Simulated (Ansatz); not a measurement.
Ansatz (an electronic-structure program) input (CCSD(T)/def2-SVPD):

Ansatz 0.2 input:
```yaml
crystal:
  periodic: [false, false, false]
  atoms:
    - {symbol: Ti, position_ang: [-0.00032253, -0.00002120, -0.00012484]}
    - {symbol: C, position_ang: [1.73206551, -0.35797220, -1.08681236]}
    - {symbol: H, position_ang: [2.05899915, -1.39293982, -0.94338469]}
    - {symbol: H, position_ang: [2.52993952, 0.31408285, -0.75460364]}
    - {symbol: H, position_ang: [1.54902271, -0.18955396, -2.15299578]}
    - {symbol: C, position_ang: [0.49967607, 0.50468298, 1.95063453]}
    - {symbol: H, position_ang: [-0.33041830, 0.26966287, 2.62467114]}
    - {symbol: H, position_ang: [0.71758534, 1.57546761, 2.01809479]}
    - {symbol: H, position_ang: [1.38381704, -0.05679937, 2.26946974]}
    - {symbol: C, position_ang: [-1.05306942, 1.56300361, -0.87116441]}
    - {symbol: H, position_ang: [-1.67957594, 2.05806249, -0.12213982]}
    - {symbol: H, position_ang: [-1.69417102, 1.18387012, -1.67357576]}
    - {symbol: H, position_ang: [-0.35758067, 2.29683140, -1.29118661]}
    - {symbol: C, position_ang: [-1.17805784, -1.70967400, 0.00758002]}
    - {symbol: H, position_ang: [-1.07842629, -2.23936871, -0.94537780]}
    - {symbol: H, position_ang: [-2.22931482, -1.44179319, 0.15494382]}
    - {symbol: H, position_ang: [-0.86646689, -2.37729813, 0.81740442]}
basis:
  gaussian:
    orbitals: def2-SVPD
magnetization: {spin_polarized: false}
correlation: {method: ccsd_t, electrons: outside_noble_gas}
output: {forces: true}
```

Output:

```
Functional definition: HF
integrals: 1.17 GiB planned
2114 factors; integrals over basis functions are off by at most 1.2e-3 eV
1.26 GiB of device memory are held for the factors and their scratch space
mean field: 1.35 GiB planned
mean field evaluation 1: about -27381.3172 eV, gradient 5.6e1 eV
mean field evaluation 2: about -27381.5533 eV, gradient 5.7e1 eV
mean field evaluation 4: about -27390.2510 eV, gradient 8.3e0 eV
mean field evaluation 8: about -27390.5251 eV, gradient 5.9e-1 eV
mean field evaluation 16: about -27381.3161 eV, gradient 5.6e1 eV
mean field -27390.52705570 eV, -1006.5833033310 hartree, gradient 1.4e-6 eV, S^2 0.000000; 0 other end points of the search recorded, 0 dependent functions left out
13 core orbitals not correlated
reference -27390.52705570 eV, -1006.5833033310 hartree; 16, 16 occupied and 181, 181 virtual orbitals, 2114 factors
densities: 8.22 GiB planned
second order -20.93776502 eV of doubles, -0.00000000 eV of singles
coupled cluster: 6.31 GiB planned
cycle   1  -21.86605761 eV  change   -9.3e-1 eV  update   1.6e-1
cycle   2  -22.49826320 eV  change   -6.3e-1 eV  update   6.2e-2
cycle   3  -22.74199352 eV  change   -2.4e-1 eV  update   3.3e-2
cycle   4  -22.74447975 eV  change   -2.5e-3 eV  update   8.3e-3
cycle   5  -22.73717426 eV  change    7.3e-3 eV  update   3.0e-3
cycle   6  -22.73647410 eV  change    7.0e-4 eV  update   1.2e-3
cycle   7  -22.73635103 eV  change    1.2e-4 eV  update   3.8e-4
cycle   8  -22.73640352 eV  change   -5.2e-5 eV  update   1.4e-4
cycle   9  -22.73646482 eV  change   -6.1e-5 eV  update   5.1e-5
cycle  10  -22.73644968 eV  change    1.5e-5 eV  update   1.4e-5
cycle  11  -22.73644770 eV  change    2.0e-6 eV  update   5.6e-6
cycle  12  -22.73645448 eV  change   -6.8e-6 eV  update   1.7e-6
perturbative correction -1.05437001 eV, -0.0387473833 hartree
the calculation of the forces begins
1.26 GiB of device memory are held for the factors and their scratch space
Total energy: -27414.31788019 eV, -1007.4576000051 hartree
Atom 0 at    -0.000323    -0.000021    -0.000125 Å, force    -0.000005    -0.000000    -0.000002 eV/Å
Atom 1 at     1.732066    -0.357972    -1.086812 Å, force    -0.100243     0.020756     0.062795 eV/Å
Atom 2 at     2.058999    -1.392940    -0.943385 Å, force     0.117167    -0.401520     0.054254 eV/Å
Atom 3 at     2.529940     0.314083    -0.754604 Å, force     0.305036     0.257237     0.136822 eV/Å
Atom 4 at     1.549023    -0.189554    -2.152996 Å, force    -0.075141     0.072532    -0.408694 eV/Å
Atom 5 at     0.499676     0.504683     1.950635 Å, force    -0.028984    -0.029251    -0.112813 eV/Å
Atom 6 at    -0.330418     0.269663     2.624671 Å, force    -0.320934    -0.098569     0.255388 eV/Å
Atom 7 at     0.717585     1.575468     2.018095 Å, force     0.076521     0.414252     0.020715 eV/Å
Atom 8 at     1.383817    -0.056799     2.269470 Å, force     0.344635    -0.214529     0.114640 eV/Å
Atom 9 at    -1.053069     1.563004    -0.871164 Å, force     0.061344    -0.091203     0.050937 eV/Å
Atom 10 at    -1.679576     2.058062    -0.122140 Å, force    -0.234555     0.190712     0.294247 eV/Å
Atom 11 at    -1.694171     1.183870    -1.673576 Å, force    -0.249623    -0.152686    -0.303907 eV/Å
Atom 12 at    -0.357581     2.296831    -1.291187 Å, force     0.272721     0.276056    -0.165483 eV/Å
Atom 13 at    -1.178058    -1.709674     0.007580 Å, force     0.068734     0.099755    -0.000589 eV/Å
Atom 14 at    -1.078426    -2.239369    -0.945378 Å, force     0.047184    -0.203029    -0.366771 eV/Å
Atom 15 at    -2.229315    -1.441793     0.154944 Å, force    -0.404183     0.109706     0.050843 eV/Å
Atom 16 at    -0.866467    -2.377298     0.817404 Å, force     0.120328    -0.250218     0.317617 eV/Å
Dipole moment:    -0.000181    -0.000012    -0.000070 e Å
```
